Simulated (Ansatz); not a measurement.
`[SiH3][SbH2]` + H₂Te → `[SbH2][TeH]` + SiH₄ at 600 K and 1 bar (cleavage of the Sb–Si bond).

Program: Ansatz. Geometries: PBE0-D4/def2-TZVP. ΔE: electronic, gas phase. CCSD(T)/CBS is the MP2 limit (def2-TZVPP, def2-QZVPP) plus CCSD(T) − MP2 in def2-TZVPP, frozen cores. This one scheme is used for every species. def2 core potentials past Kr. For Sb, Te outer-core shells are correlated without core-valence functions, which leaves a few kJ/mol of doubt a bond.

```csv
species,CCSD(T)/CBS energy (Eh),H − E (kJ/mol),S (J/(mol·K))
`[SiH3][SbH2]`,-532.08095,144.0,371.2
H₂Te,-268.91024,52.9,255.0
`[SbH2][TeH]`,-509.54647,90.7,365.0
SiH₄,-291.46306,108.7,242.3
```

H − E and S are ideal-gas, rigid-rotor, harmonic terms from PBE0-D4/def2-TZVP. 1 Eh = 2625.50 kJ/mol, R = 8.31446 J/(mol·K).

**Question.** By hand: ΔE, ΔH, ΔS and ΔG.

**Answer.** ΔE = (-509.54647) + (-291.46306) − (-532.08095) − (-268.91024) = -0.01834 Eh = -48.2 kJ/mol. Δ(H − E) = 90.7 + 108.7 − 144.0 − 52.9 = 2.5, so ΔH = -45.7 kJ/mol. ΔS = 365.0 + 242.3 − 371.2 − 255.0 = -18.9 J/(mol·K). ΔG = -45.7 − 600 × (-18.9)/1000 = -34.4 kJ/mol.

**Question.** By hand: the equilibrium constant, and the temperature at which ΔG would vanish if ΔH and ΔS stayed fixed.

**Answer.** log₁₀ K = −ΔG/(RT ln 10) = 3.0. ΔG = 0 at ΔH/ΔS = 2418 K, though so small a ΔS makes that figure unsure.

ΔH outweighs TΔS. A doubt of 5 kJ/mol in ΔE shifts log₁₀ K by 0.4 here. These are equilibria of isolated gas molecules and say nothing of rates. Largest T1 diagnostic: 0.014 (customary marks: 0.02 for closed shells, 0.045 for open ones).
